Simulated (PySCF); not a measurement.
C$_{5}$H$_{11}$O$_{3}$Si, doublet, geometry from GFN2-xTB. Base run: BLYP/STO-3G run with PySCF.

Input for PySCF:
```python
from pyscf import gto, scf, dft

mol = gto.Mole()
mol.atom = '''
    C     0.25473358   -2.47061805   -1.61680251
    C     0.43458151   -1.47576521   -0.81249238
    Si    0.01275147    0.09278746    0.08135978
    O     1.23086558    1.15890089   -0.01229605
    C     2.52262048    1.02300604    0.50528301
    O    -0.27218109   -0.21339121    1.64768540
    C    -1.32254073   -0.95640572    2.19301956
    O    -1.30300575    0.84818837   -0.51421680
    C    -1.42236083    1.49488080   -1.74707950
    H     0.99642972   -3.25171015   -1.75398004
    H    -0.64169987   -2.61532883   -2.22087272
    H     2.48925587    0.77650130    1.56758066
    H     3.03822725    1.97398997    0.36594804
    H     3.06434248    0.23438162   -0.02232683
    H    -1.21813836   -2.01275110    1.93297092
    H    -2.28425438   -0.59697246    1.82354500
    H    -1.28174078   -0.84374650    3.27706891
    H    -2.36318200    2.04684569   -1.74331578
    H    -1.43325809    0.76496654   -2.56101375
    H    -0.59213621    2.18462818   -1.90559112
'''
mol.basis = 'sto-3g'
mol.spin = 1
mol.verbose = 5
mol.build()

mf = dft.UKS(mol)
mf.xc = 'blyp'
mf.kernel()
mf.analyze()
```

Variants of this job, named by their change:

```json
[
 {"change": "base", "ΔE vs base (mEh)": "0.000", "fitting functions": "-", "dipole (D)": "0.21"},
 {"change": "auxbasis = def2-tzvp-ri", "ΔE vs base (mEh)": "-17.306", "fitting functions": "886", "dipole (D)": "0.21"},
 {"change": "auxbasis = def2-svp-ri", "ΔE vs base (mEh)": "-468.4", "fitting functions": "600", "dipole (D)": "0.21"},
 {"change": "auxbasis = cc-pvqz-jkfit", "ΔE vs base (mEh)": "-0.520", "fitting functions": "1557", "dipole (D)": "0.21"},
 {"change": "auxbasis = def2-universal-jfit", "ΔE vs base (mEh)": "-5.067", "fitting functions": "564", "dipole (D)": "0.21"},
 {"change": "auxbasis = even-tempered beta=3.0", "ΔE vs base (mEh)": "-24.445", "fitting functions": "348", "dipole (D)": "0.21"},
 {"change": "auxbasis = def2-universal-jkfit", "ΔE vs base (mEh)": "-3.513", "fitting functions": "932", "dipole (D)": "0.21"},
 {"change": "auxbasis = cc-pvtz-ri", "ΔE vs base (mEh)": "-13.113", "fitting functions": "1100", "dipole (D)": "0.21"},
 {"change": "auxbasis = even-tempered beta=1.6", "ΔE vs base (mEh)": "-9.440", "fitting functions": "751", "dipole (D)": "0.21"},
 {"change": "auxbasis = even-tempered beta=2.0", "ΔE vs base (mEh)": "-10.441", "fitting functions": "537", "dipole (D)": "0.21"}
]
```

A fitting set is made for a task (jfit for Coulomb, jkfit for Coulomb and exchange, ri for correlation) and for a family of orbital bases.

Open shells are given as the SCF converged; they aren't shown to be the lowest states, and a large step between rows can be another state.
